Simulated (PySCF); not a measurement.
# Rhodium: a sound run and one with changed settings

Sound run: Rh²⁺ [Kr] 4d7, Rh³⁺ [Kr] 4d6. Computed with PySCF 2.14 in aug-cc-pVDZ-PP with ECP28MDF, with a scalar-relativistic core potential. In the sound run the correlated levels freeze 4s2 4p6 outside the core potential. The sound run starts from symmetry-adapted Hartree-Fock orbitals and uses a fine grid where one is needed.

Changed run: initial guess minao, at most 50 SCF cycles, level shift 2.0 hartree.

| species | method | sound run (hartree) | changed run (hartree) | converged |
| --- | --- | --- | --- | --- |
| Rh²⁺ | UHF | -108.56221 | -108.56221 | yes |
| Rh²⁺ | PBE | -109.17577 | -109.17567 | no |
| Rh²⁺ | TPSS | -109.14841 | -109.10953 | no |
| Rh²⁺ | MP2 | -108.67956 | -108.62497 | yes |
| Rh³⁺ | UHF | -107.48398 | -107.48398 | yes |
| Rh³⁺ | PBE | -108.03075 | -108.03075 | yes |
| Rh³⁺ | TPSS | -108.00676 | -108.00676 | yes |
| Rh³⁺ | MP2 | -107.56058 | -107.52643 | yes |

Ionisation energy of Rh²⁺:

| method | sound run (eV) | changed run (eV) |
| --- | --- | --- |
| UHF | 29.340 | 29.340 |
| MP2 | 30.449 | 29.893 |
| SCS-MP2 | 30.540 | 29.951 |

A level shift leaves the converged SCF energy unchanged but raises the virtual orbital energies, which shrinks MP2 if it is not removed.

For comparison, NIST gives 31.06 eV between the lowest levels.
